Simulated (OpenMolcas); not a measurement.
Cr4+: moving the ligands

Cr4+ with 6 ligands (chloride) in octahedral coordination (Oh) at 2.31 Å. A charge of +0.333 e stands 3.2 Å behind each ligand. Ligand basis ANO-RCC-VDZP.

```json
{"Program": "OpenMolcas", "Method": "CASSCF", "Basis": "ANO-RCC-VDZP [5s4p2d1f]", "Scalar Hamiltonian": "DKH2, point nucleus", "Active space": "2 electrons in 5 orbitals (3d)", "State averaging": "2S+1 = 3 even, 10 roots; 2S+1 = 1 even, 15 roots", "Spin-orbit coupling": "RASSI with atomic mean-field integrals over the reference wave functions"}
```

Runs around this geometry, states (labels of O, the rotations of Oh). Energies in cm-1 above the lowest state or level, χT in cm3 K/mol; under a threefold ground state the first gap can be a small split of the lowest multiplet, not the spin-orbit step.

```json
{"R (Å)": "2.23", "Ground state": "3T1", "First state of that spin": "3T2 17584", "First gap with spin-orbit (degeneracies)": "5.1 (2, 3)", "χT at 300 K": "0.757", "First state of another spin": "1T2 14035"}
{"R (Å)": "2.31", "Ground state": "3T1", "First state of that spin": "3T2 15244", "First gap with spin-orbit (degeneracies)": "6.2 (2, 3)", "χT at 300 K": "0.750", "First state of another spin": "1T2 14349"}
{"R (Å)": "2.4", "Ground state": "3T1", "First state of that spin": "3T2 13105", "First gap with spin-orbit (degeneracies)": "7.5 (2, 3)", "χT at 300 K": "0.744", "First state of another spin": "1T2 14610"}
```

Taking the first state of the same spin as R^-n, n = -ln(13105 / 17584) / ln(2.4 / 2.23) = 4.0 between the shortest and longest distance.

An orbital triplet at a regular site is open to Jahn-Teller coupling, which can distort the site and quench the lowest spin-orbit gaps and is left out. Without dynamic correlation the repulsion within the d shell is too large (B by tens of per cent), so at a given field states of lower spin stand too high. The least metal-like active orbital is 71 % on the metal (Löwdin) and no ligand orbital is active, so the numbers are rough. Ligand-to-metal charge-transfer states are missing. With no ligand orbital active B as a rule stays too high, so bands that hang on it stand too high and its fall with covalency is understated. With metal d orbitals alone and no dynamic correlation the field as a rule comes out too small, by tens of per cent, by up to half for chloride and softer ligands. No measured value stands beside these numbers; the geometry is a model, was not optimised and need not be the one that this ion takes.
